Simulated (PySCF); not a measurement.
## C3H8NOSi: g tensor and hyperfine couplings

Species: C3H8NOSi (doublet state).
Structure used (GFN2-xTB), in Å, numbered top down from 1:
```xyz
14
C3H8NOSi angstrom
C     -2.8006    0.3598   -0.8016
C     -1.8033    0.4378    0.0588
C     -0.3610    0.5638   -0.3215
O      0.4245   -0.2362    0.5099
Si     2.0328   -0.2791    0.6786
N      2.7690    1.2138    0.4716
H     -3.8253    0.2878   -0.4799
H     -2.6331    0.3786   -1.8661
H     -1.9808    0.4116    1.1250
H     -0.0423    1.6107   -0.2187
H     -0.2119    0.2729   -1.3691
H      2.0971   -1.0340    1.9291
H      2.5987   -1.0994   -0.4280
H      3.7355    1.3915    0.6898
```

The hyperfine couplings belong to this conformer and change with its torsions.

The species is `C=CCO[SiH2][NH]` [radical].

Computed with PySCF 2.14.0, UKS B3LYP, pcH-1 on C H N O Si, non-relativistic, mean-field spin-orbit, GIAO. The structure is a single GFN2-xTB conformer in the gas phase; no vibrational or solvent corrections. Couplings are sensitive to structure, and on GFN2-xTB geometries they can be far from those on DFT ones. No stability test was run, so a lower SCF solution isn't excluded.

| Quantity | Value |
| --- | --- |
| g1, g2, g3 | 2.00220, 2.00369, 2.01099 |
| g_iso | 2.00563 |
| Form of g | rhombic: the two nearest values differ by 17 % of g3 − g1 |
| ⟨S²⟩ | 0.7538 (exact 0.7500) |
| α and β electrons | 28, 27 |
| HOMO–LUMO gap, α and β orbitals | 7.31, 3.13 eV |
| Total energy | -538.57965 Eh |
| Basis functions | 240 |

Isotropic coupling and dipolar principal values T1 to T3, in MHz; ρ(0) is the spin density at the nucleus:

```tsv
atom	isotope	a_iso	of which spin–orbit	T1	T2	T3	Mulliken spin population	ρ(0) (bohr⁻³)
C1	13C	0.0	0.0	-0.1	-0.1	0.2	0.00	0.0000
C2	13C	0.3	0.0	-0.2	-0.2	0.4	0.00	0.0003
C3	13C	-0.4	0.0	-0.6	-0.4	1.0	0.00	-0.0003
O4	17O	3.1	0.0	-1.3	0.0	1.3	0.00	-0.0051
Si5	29Si	55.9	-0.1	-3.1	-1.2	4.4	-0.05	-0.0630
N6	14N	28.4	0.2	-41.1	-40.4	81.6	0.95	0.0874
H7	1H	0.0	0.0	-0.3	-0.2	0.5	0.00	0.0000
H8	1H	0.0	0.0	-0.4	-0.3	0.7	0.00	0.0000
H9	1H	0.0	0.0	-0.6	-0.6	1.3	0.00	0.0000
H10	1H	0.1	0.0	-2.8	-2.4	5.2	0.00	0.0000
H11	1H	0.2	0.0	-1.6	-1.3	2.9	0.00	0.0000
H12	1H	70.9	0.0	-3.5	-2.4	5.8	0.04	0.0159
H13	1H	169.2	0.0	-5.1	-0.4	5.5	0.09	0.0379
H14	1H	-55.3	0.2	-51.1	-8.7	59.8	-0.03	-0.0124
```

The largest Mulliken spin populations are on N6 (+0.95) and H13 (+0.09). No atom but N6 exceeds +0.15.

Under fast tumbling the dipolar parts average out, and these isotropic splittings remain: 2 × 1H (H12/H13, I = 1/2, 3 lines) with 4.28 mT, 1 × 1H (H14, I = 1/2, 2 lines) with 1.97 mT and 1 × 14N (N6, I = 1, 3 lines) with 1.01 mT.

Means are taken over nuclei equivalent by connectivity, which assumes that they swap fast. The 1H value of +120.0 MHz is a mean of couplings from 70.9 to 169.2 MHz in this one geometry, not an average over conformers.

The 29Si coupling of Si5 (55.9 MHz) shows only in satellite lines or after enrichment, since that isotope makes up about 4.7 % of natural silicon.

β density exceeds α density at some nuclei, such as Si5 (-0.0630), H14 (-0.0124) and O4 (-0.0051), spin density in bohr⁻³. In a single determinant that takes different orbitals for the two spins, that is spin polarisation.
